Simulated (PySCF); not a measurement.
Run record for `C=CC[NH+]1[BH2-][NH2+][BH2-]1`: PW91/def2-SVPD, energy threshold 1e-07 Eh, TDA, 12 singlets.

Method: TDA PW91/def2-SVPD, vertical, gas phase, core orbitals frozen in the response (PySCF 2.14.0, density-fitted response routines). Geometry: GFN2-xTB. A driver script takes a list of jobs; this job's settings line and coordinates (Å) are shown.

Command:
```bash
OMP_NUM_THREADS=1 python probes_run.py task.json out
```

Input:
```
{"job": {"kind": "uv", "xc": "PW91", "basis": "def2-SVPD", "nstates": 12, "ntriplets": 2, "tda": true, "scf": {"conv": 1e-07}}, "charge": 0, "multiplicity": 1}
C     -3.225653    -0.320518    -0.197663
C     -2.040628     0.241457    -0.342893
C     -0.807776    -0.480856    -0.791562
N      0.307002    -0.253072     0.125105
B      1.722598    -0.884752    -0.231358
N      2.439837     0.524948    -0.106553
B      1.013027     1.172161     0.155125
H     -3.387302    -1.365766    -0.408829
H     -4.088185     0.237543     0.124487
H     -1.890165     1.290331    -0.125651
H     -1.006506    -1.555165    -0.879499
H     -0.505706    -0.108032    -1.774942
H      0.004105    -0.531985     1.050876
H      1.749660    -1.294073    -1.344869
H      2.092098    -1.656604     0.594067
H      3.088343     0.602718     0.665579
H      2.910794     0.843776    -0.942709
H      0.941315     1.690952     1.222919
H      0.673336     1.856187    -0.753600
```

Output:
```
final grid: 142488 points
cycle   1  E = -280.3734027870  dE =  4.608e-01  |g| = 5.702e-01  |ddm| = 9.999e+00
cycle   2  E = -280.2892446588  dE =  8.416e-02  |g| = 8.152e-01  |ddm| = 4.186e+00
cycle   3  E = -280.4733810725  dE = -1.841e-01  |g| = 1.174e-01  |ddm| = 2.448e+00
cycle   4  E = -280.4764069740  dE = -3.026e-03  |g| = 4.529e-02  |ddm| = 3.723e-01
cycle   5  E = -280.4768515941  dE = -4.446e-04  |g| = 7.395e-03  |ddm| = 1.367e-01
cycle   6  E = -280.4768595238  dE = -7.930e-06  |g| = 5.239e-03  |ddm| = 3.081e-02
cycle   7  E = -280.4768662320  dE = -6.708e-06  |g| = 1.346e-03  |ddm| = 1.097e-02
cycle   8  E = -280.4768666523  dE = -4.203e-07  |g| = 5.315e-04  |ddm| = 3.200e-03
cycle   9  E = -280.4768667196  dE = -6.735e-08  |g| = 1.524e-04  |ddm| = 1.475e-03
converged SCF energy = -280.4768667196

Static polarisability (au): isotropic 85.439, principal 70.500 80.084 105.732

Singlet excitations
state   eV       nm        f      main configurations
  1   5.5897    221.8   0.01316   H->L 0.75, H-1->L 0.21
  2   5.8230    212.9   0.00209   H-2->L 0.73, H-1->L 0.26
  3   6.0528    204.8   0.00333   H->L+1 0.97
  4   6.2215    199.3   0.00529   H-3->L 0.99
  5   6.3257    196.0   0.00579   H-1->L+1 0.94
  6   6.4154    193.3   0.01668   H-2->L+1 0.97
  7   6.5547    189.2   0.01134   H->L+2 0.99
  8   6.8043    182.2   0.00174   H-3->L+1 0.98
  9   6.8365    181.4   0.01779   H-1->L+2 0.96
 10   6.9170    179.2   0.02896   H-2->L+2 0.98
 11   7.1095    174.4   0.00425   H->L+3 0.96
 12   7.1374    173.7   0.00250   H->L+4 0.95

Triplet excitations (Tamm-Dancoff, eV): 4.5802 5.5303
```

H and L stand for HOMO and LUMO; the number after each pair is its weight.

Task: Which computed singlet has the largest oscillator strength, and what do all of them sum to?

Result: State 10 at 6.92 eV (179 nm), f = 0.029; the 12 states sum to 0.113.

Task: Give S1 in cm⁻¹ and kJ/mol.

Result: 5.5897 eV × 8065.54 = 45084 cm⁻¹; × 96.485 = 539.3 kJ/mol.

In short: SCF converged in 9 cycles with 236 basis and 803 fitting functions; HOMO -6.56 eV, LUMO -1.10 eV; lowest singlet 5.59 eV; lowest triplet 4.58 eV (Tamm–Dancoff); mean polarisability 85.4 au.

Task: Estimate the wall time. Hardware: one thread of an Arm Neoverse V1, on a shared host. And the peak memory of the process?

Result: About 40 s, with 0.74 GiB resident at the peak, the Python interpreter and its libraries included.

The values belong to the conformer `[CH2:1]=[CH:2][CH2:3][NH+:4]1[BH2-:5][NH2+:6][BH2-:7]1`: C1–C2–C3–N4 -128°, C2–C3–N4–B5 -177°.
